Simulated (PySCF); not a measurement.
Atom-mapped SMILES (the numbers label the heavy atoms): `[CH3:1][Si:2]1([CH3:3])[S:4][Si:5]([CH3:6])([CH3:7])[Si:8]([CH3:9])([CH3:10])[S:11][Si:12]1([CH3:13])[CH3:14]` (H(Xn): hydrogen on atom n).

Geometry: PBE0-D3(BJ)/def2-SVP; GIAO absolute shieldings from PySCF, gas phase, non-relativistic, averaged over equivalent atoms.

At mPW1PW91/pcSseg-1 (400 basis functions):
```
                                             atoms  σ (ppm)
                        C1/C3/C6/C7/C9/C10/C13/C14    181.1
                                  Si2/Si5/Si8/Si12    349.2
                                            S4/S11    731.4
H(C1)/H(C3)/H(C6)/H(C7)/H(C9)/H(C10)/H(C13)/H(C14)    30.97
```

Q: Predict the values at PBE0/pcSseg-1 on the same geometry.

A: 
| atoms | σ at PBE0/pcSseg-1 | change |
| --- | --- | --- |
| C1/C3/C6/C7/C9/C10/C13/C14 | 181.9 | +0.8 |
| Si2/Si5/Si8/Si12 | 350.7 | +1.5 |
| S4/S11 | 732.1 | +0.7 |
| H(C1)/H(C3)/H(C6)/H(C7)/H(C9)/H(C10)/H(C13)/H(C14) | 30.92 | -0.05 |

The largest change is at Si2/Si5/Si8/Si12 (silicon bonded to 2 C, S, Si, in a 6-membered ring). Cost: 400 basis functions.
